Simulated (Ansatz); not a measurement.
Energy needed to pull apart CdF₂ (SMILES [F][Cd][F]), closed shell, into free ground-state atoms, from the structure below (displaced at random from a GFN2-xTB minimum); no zero-point or spin–orbit terms; open-shell atoms are treated unrestricted, in their ground-state multiplicity.

F1  (1.343, 0.279, 0.761)
Cd2  (-0.491, 0.655, -0.127)
F3  (-0.957, -1.143, -0.575)
(Å)

Computed with Ansatz 0.2.0 (basis: def2-TZVPP); correlated methods freeze the cores. Filled d shells of the heavier atoms are correlated. Core potentials replace the inner electrons of the atoms past krypton.

```
   method  atomization energy (kJ/mol)
   PBE-D4                          558
r2SCAN-D4                          534
  PBE0-D4                          502
 BHLYP-D4                            ?
  wB97X-V                          540
  wB97M-V                          531
       HF                            ?
      MP2                          523
     CCSD                          463
  CCSD(T)                          483
```

Q: What does BHLYP-D4 give? (Judge from chemistry; the value comes from the calculation.)

A: Computed: 439 kJ/mol, which is about 44 kJ/mol less than CCSD(T)/def2-TZVPP.

Q: What does HF give? (Judge from chemistry; the value comes from the calculation.)

A: The calculation gives: 258 kJ/mol, which is about 225 kJ/mol less than CCSD(T)/def2-TZVPP.

In triple zeta the MP2 and coupled-cluster atomization energies are still short of their basis limit by a few kcal/mol a bond, whereas those of the functionals are nearly converged, so these differences are not deviations from converged CCSD(T).

The T1 diagnostic stays at or below 0.022.

For scale, one of the runs: CCSD(T)/def2-TZVPP forces, 118 basis functions (an equivalent command: `ansatz run in.yaml --threads 4`). Hardware: 4 CPU threads, shared host. Wall time 67 s; peak host memory 1.1 GiB.
